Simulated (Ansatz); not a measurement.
One change: `CC1(F)BO1` becomes `FC1(Br)BO1`.

Ansatz, PBE0-D4/def2-TZVP geometries, multiplicity 1. 

Scalar relativity is left out up to krypton.

```csv
property,`CC1(F)BO1`
HOMO energy (B3LYP/def2-TZVPP) / eV,-7.83
size of the dipole moment (PBE/def2-TZVPP) / D,1.79
LUMO energy (B3LYP/def2-TZVPP) / eV,-1.09
HOMO–LUMO gap (PBE/def2-TZVPP) / eV,4.74
HOMO–LUMO gap (PBE0/def2-TZVPP) / eV,7.20
LUMO energy (PBE0/def2-TZVPP) / eV,-0.82
```

Problem. What does the change do to each property? (An estimate is asked.)

Solution. Computed: 
| property | `FC1(Br)BO1` | shift |
| --- | --- | --- |
| HOMO energy (B3LYP/def2-TZVPP) / eV | -7.95 | -0.12 |
| size of the dipole moment (PBE/def2-TZVPP) / D | 1.67 | -0.12 |
| LUMO energy (B3LYP/def2-TZVPP) / eV | -1.72 | -0.63 |
| HOMO–LUMO gap (PBE/def2-TZVPP) / eV | 4.35 | -0.39 |
| HOMO–LUMO gap (PBE0/def2-TZVPP) / eV | 6.69 | -0.51 |
| LUMO energy (PBE0/def2-TZVPP) / eV | -1.48 | -0.66 |

With PBE0 the HOMO falls by 0.15 eV and the LUMO falls by 0.66 eV, so the gap narrows by about 0.51 eV. PBE moves the HOMO by -0.26 eV and ωB97M-V by -0.06 eV. The zero-point energy changes by -98.9 kJ/mol with -9 modes. Dipoles are sizes alone; their direction can turn.

B3LYP here is the variant with VWN-RPA as its local correlation; programs differ in this.

Spin–orbit coupling is left out; it splits and shifts lone-pair levels of the heavy atoms by tenths of an eV.
